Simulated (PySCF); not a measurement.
## PbH2 at several levels of theory

Computed with PySCF 2.14.0 (density fitting, no spin-orbit coupling) at the geometry relaxed with PBE0:

```xyz
3
PbH2 (singlet)
Pb    0.0000    0.0000   -0.2925
H     1.3091    0.0000    1.0199
H    -1.3091    0.0000    1.0199
```

```tsv
level	basis	state	HOMO (eV)	gap (eV)	charge on Pb1 (e)	dipole about the centre of mass (D)	largest force component (eV/Å)
PBE0	Pb def2-SVP with ECP60, H def2-SVP	singlet	-6.67	3.86	0.28	1.35	0.00
PBE	the same	singlet	-5.69	2.11	0.25	1.31	0.31
revPBE	the same	singlet	-5.65	2.17	0.27	1.37	0.38
```

Charges are Mulliken's, which hang on the basis. The relaxation used the grid (50, 194), these runs (75, 302) or, all-electron (x2c bases, spin-free X2C Hamiltonian), (99, 590).

Question: What does PBE0 with Pb def2-TZVP with ECP60, H def2-TZVP give here?

Answer: state singlet, HOMO (eV) -6.73, gap (eV) 3.89, charge on Pb1 (e) 0.24, dipole about the centre of mass (D) 1.52, largest force component (eV/Å) 0.16. Time: 2.6 s on 2 threads of Arm Neoverse V1 (shared host), from free ions and atoms.

In the first row's basis the gap widens with exact exchange: 2.1 to 2.2 eV for PBE, revPBE (none); 3.9 eV for PBE0 (a fixed share).
